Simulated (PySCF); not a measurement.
Al(F)(Cl)(Et) (C₂H₅AlClF), SMILES C[CH2][Al]([F])[Cl]. Geometry: B3LYP-D3(BJ)/def2-SVP. The structure was generated by enumeration; whether it is a known compound was not checked. The values are those of a single conformer.

Computed equilibrium geometry at B3LYP-D3(BJ)/def2-SVP (PySCF confirms it by a frequency run) as a Z-matrix, and its point group (one conformer of several):
point group Cs.
```
C
H 1 1.1061
H 1 1.1061 2 104.39
C 1 1.5365 2 110.87 3 -119.44
H 4 1.1017 1 111.75 2 177.90
H 4 1.1017 5 106.83 1 -122.52
H 4 1.1027 5 107.30 6 -114.81
Al 1 1.9432 2 106.97 3 113.16
F 8 1.6649 1 121.13 2 124.30
Cl 8 2.1016 9 116.02 1 180.00
```
